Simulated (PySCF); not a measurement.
B(Me)(SiH3)2 (CH9BSi2), SMILES CB([SiH3])[SiH3]. Geometry optimised at ωB97X-D3(BJ)/def2-SVP. The structure was generated by enumeration, and PubChem lists no compound with its InChIKey, so it may never have been made.

Problem. Give the equilibrium geometry at ωB97X-D3(BJ)/def2-SVP (PySCF confirms it by a frequency run) as Cartesian coordinates in Å. (An estimate is asked for; the answer gives what the named calculation found.)

Solution. 
```xyz
13

B      0.4491    -0.0540    -0.1222
C      1.9687    -0.1147    -0.4932
H      2.5089    -1.0052    -0.1364
H      2.3822     0.7452     0.0803
H      2.2106     0.0853    -1.5489
Si    -0.2918    -0.9438     1.5366
H     -1.6137    -1.5863     1.2559
H     -0.5272     0.1241     2.5616
H      0.6118    -1.9724     2.1405
Si    -0.8514     1.0038    -1.2544
H     -1.9644     1.6095    -0.4605
H     -1.4641     0.0321    -2.2181
H     -0.1964     2.0863    -2.0540
```
